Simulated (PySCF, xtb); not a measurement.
H₆NSi₂, SMILES [N]([SiH3])[SiH3] (connectivity only; charge and spin as stated), charge -1, multiplicity 1.

Harmonic wavenumbers (cm⁻¹) from GFN2-xTB in xtb at its own minimum, in rising order: 50, 110, 134, 533, 583, 596, 613, 740, 828, 839, 862, 875, 876, 934, 1299, 1801, 1823, 1856, 1880, 1951, 1975.

Problem. What does PySCF with PBE-D3(BJ)/def2-SVPD give at its own minimum? (The exact figures need the calculation; the answer reports its results.)

Solution. 60, 96, 109, 635, 656, 673, 686, 697, 910, 912, 913, 916, 932, 977, 1161, 1927, 1938, 1946, 1966, 2013, 2030. Paired by order, the mean absolute difference is 68 cm⁻¹ and the zero-point energies are 30.2 and 31.7 kcal/mol.
